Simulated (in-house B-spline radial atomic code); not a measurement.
Inner levels of germanium as electrons are removed. A shift is the extra binding of the orbital against the neutral atom ([Ar] 3d10 4s2 4p2). The density at the nucleus is averaged over the nuclear charge. Computed with a B-spline radial code for spherical atoms: Dirac-Hartree-Fock, average of the configuration, finite nuclei.

```tsv
ion	configuration	shift of 1s1/2 (eV)	radius of 1s1/2 (bohr)	Σ<r²> (bohr²)	change of density at nucleus (bohr⁻³)
Ge24+	[He] 2s2 2p4	1316.06	0.046843	0.24798	-140.92
Ge25+	[He] 2s2 2p3	?	?	?	?
Ge26+	[He] 2s2 2p2	1675.73	0.046733	0.16611	61.266
Ge27+	[He] 2s2 2p1	?	?	?	?
Ge28+	[He] 2s2	2052.62	0.046611	0.093176	275.51
Ge29+	[He] 2s1	2220.36	0.046604	0.048678	-1325.67
Ge30+	1s2	2390.83	0.046572	0.0058194	-2995.42
Ge31+	1s1	2941.61	0.046012	0.002836	-16754.2
```

Q: Fill in the row of Ge25+.

A: shift of 1s1/2 (eV): 1493.74; radius of 1s1/2 (bohr): 0.046789; Σ<r²> (bohr²): 0.20585; change of density at nucleus (bohr⁻³): -41.33.

Q: Fill in the row of Ge27+.

A: shift of 1s1/2 (eV): 1862.03; radius of 1s1/2 (bohr): 0.046673; Σ<r²> (bohr²): 0.12861; change of density at nucleus (bohr⁻³): 166.88.
